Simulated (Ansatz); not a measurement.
Reaction (redistribution): `C[SiH2][SiH2]Cl` + `C[CH2][Al]([F])[Br]` → `C[SiH](F)[SiH2]Cl` + `C[CH2][AlH][Br]`

Calculated with Ansatz (gas phase, PBE0-D4/def2-TZVP geometries, no zero-point term in ΔE). CCSD(T)/CBS is the MP2 limit (def2-TZVPP, def2-QZVPP) plus CCSD(T) − MP2 in def2-TZVPP, frozen cores. This one scheme is used for every species. Functionals use def2-TZVPP. B3LYP here is the variant with VWN-RPA as its local correlation; programs differ in this. HSE06 is defined as in plane-wave codes. For Br outer-core shells are correlated without core-valence functions, which leaves a few kJ/mol of doubt a bond. Scalar relativity is left out up to krypton. One conformer a species, not always the lowest.

Task: Is it downhill or uphill in electronic energy at CCSD(T)/CBS, and by how much? (Best estimate.)

Result: Ansatz gave: Uphill: ΔE = +61.5 kJ/mol.

Task: What do these levels give: BLYP-D4, r2SCAN-D4, B3LYP-D4, HSE06-D4, BHLYP-D4, BLYP, r2SCAN, PBE0, HSE06, CAM-B3LYP, HF/def2-TZVPP, MP2/CBS(def2)? (Estimate.)

Result: Ansatz gave: BLYP-D4 61.2, r2SCAN-D4 61.9, B3LYP-D4 59.9, HSE06-D4 60.3, BHLYP-D4 57.4, BLYP 61.3, r2SCAN 61.9, PBE0 60.4, HSE06 60.2, CAM-B3LYP 58.2, HF/def2-TZVPP 51.9, MP2/CBS(def2) 63.3 kJ/mol.

Largest T1 diagnostic among the species: 0.011.

From BLYP to BHLYP (50 % exact exchange), in def2-TZVPP and without D4, ΔE moves by −4.0 kJ/mol. Leaving LDA and LC-ωPBE aside and taking each functional with its dispersion term where it has one, the values, not all of them listed here, spread over 10.6 kJ/mol, from B97M-V to revPBE-D4.
